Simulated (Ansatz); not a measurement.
`Cl[SiH](Cl)C[CH2][GeH3]` + HBr → `[GeH3][CH2]CBr` + `Cl[SiH2]Cl`  (substitution at a C–Si bond)

Gas-phase electronic energies from Ansatz, PBE0-D4/def2-TZVP geometries. CCSD(T)/CBS is the MP2 limit (def2-TZVPP, def2-QZVPP) plus CCSD(T) − MP2 in def2-TZVPP, frozen cores. Functionals use def2-TZVPP. B3LYP here is the variant with VWN-RPA as its local correlation; programs differ in this. For Br, Ge outer-core shells are correlated without core-valence functions, which leaves a few kJ/mol of doubt a bond. Scalar relativity is left out up to krypton. Each species was taken in one conformer, which may not be the lowest.

```json
{"level": "PBE-D4", "ΔE (kJ/mol)": "50.7", "difference from CCSD(T)/CBS": "-0.2"}
{"level": "r2SCAN-D4", "ΔE (kJ/mol)": "50.7", "difference from CCSD(T)/CBS": "-0.2"}
{"level": "B3LYP-D4", "ΔE (kJ/mol)": "50.1", "difference from CCSD(T)/CBS": "-0.8"}
{"level": "ωB97X-V", "ΔE (kJ/mol)": "51.1", "difference from CCSD(T)/CBS": "0.2"}
{"level": "ωB97M-V", "ΔE (kJ/mol)": "54.6", "difference from CCSD(T)/CBS": "3.7"}
{"level": "B2PLYP", "ΔE (kJ/mol)": "42.0", "difference from CCSD(T)/CBS": "-8.9"}
{"level": "PBE0", "ΔE (kJ/mol)": "45.1", "difference from CCSD(T)/CBS": "-5.8"}
{"level": "HF/def2-TZVPP", "ΔE (kJ/mol)": "33.0", "difference from CCSD(T)/CBS": "-17.9"}
{"level": "MP2/def2-TZVPP", "ΔE (kJ/mol)": "51.8", "difference from CCSD(T)/CBS": "0.9"}
{"level": "SCS-MP2/def2-TZVPP", "ΔE (kJ/mol)": "45.7", "difference from CCSD(T)/CBS": "-5.2"}
{"level": "CCSD/def2-TZVPP", "ΔE (kJ/mol)": "49.4", "difference from CCSD(T)/CBS": "-1.5"}
{"level": "HF/def2-QZVPP", "ΔE (kJ/mol)": "32.6", "difference from CCSD(T)/CBS": "-18.3"}
{"level": "MP2/def2-QZVPP", "ΔE (kJ/mol)": "51.8", "difference from CCSD(T)/CBS": "0.9"}
{"level": "SCS-MP2/def2-QZVPP", "ΔE (kJ/mol)": "45.7", "difference from CCSD(T)/CBS": "-5.2"}
{"level": "HF/CBS(def2)", "ΔE (kJ/mol)": "32.6", "difference from CCSD(T)/CBS": "-18.3"}
{"level": "MP2/CBS(def2)", "ΔE (kJ/mol)": "52.0", "difference from CCSD(T)/CBS": "1.1"}
{"level": "CCSD(T)/CBS", "ΔE (kJ/mol)": "50.9", "difference from CCSD(T)/CBS": "0"}
```

Largest T1 diagnostic among the species: 0.010.

From PBE to PBE0 (25 % exact exchange), in def2-TZVPP and without D4, ΔE moves by +3.4 kJ/mol. In def2-TZVPP, CCSD(T) changes the Hartree–Fock value by +17.7 kJ/mol (the triples alone add +1.3 kJ/mol) and MP2 by +18.8 kJ/mol. The D4 term adds +13.9 kJ/mol with B3LYP and +8.2 kJ/mol with PBE0; it sums over pairs of atoms, weighted by their polarisabilities, and B3LYP, whose exchange is more repulsive, gets the larger term.
